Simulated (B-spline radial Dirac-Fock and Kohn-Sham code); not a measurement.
## What relativity does to the binding energies of Nd⁺

System: the Nd⁺ ion in the configuration 1s2 2s2 2p6 3s2 3p6 3d10 4s2 4p6 4d10 4f4 5s2 5p6 6s1.

Both columns are ΔSCF binding energies of the configuration average from an atomic code on a B-spline grid: non-relativistic Hartree-Fock with a point nucleus, and Dirac-Fock with a finite nucleus and the Coulomb interaction alone, averaged over the two j levels with weights 2j+1.

```
shell  Hartree-Fock (eV)  Dirac-Fock (eV)  shift (eV)  shift (%)
   1s            41494.9          43753.0    +2258.07      +5.44
   2s             6589.8           7162.7     +572.96      +8.69
   2p             6228.3           6406.1     +177.78      +2.85
   3s             1462.9           1593.7     +130.80      +8.94
   3p             1304.3           1348.6      +44.28      +3.40
   3d             1011.7            998.9      -12.80      -1.27
   4s              308.2            337.7      +29.48      +9.57
   4p              246.3            255.0       +8.72      +3.54
   4d              136.0            132.6       -3.44      -2.53
   4f              14.81            11.10       -3.71     -25.03
   5p              31.76            32.34       +0.58      +1.83
   6s               9.56             9.99       +0.44      +4.58
```

Relativity binds 1s, 2s, 2p, 3s, 3p, 4s, 4p, 5p, 6s more strongly, among those listed most of all 4s in relative terms, and 3d, 4d, 4f more weakly, because the contracted s and p shells screen the nucleus better.

Values without a named source are computed, but for edge energies of neutral atoms, which are taken from tables.
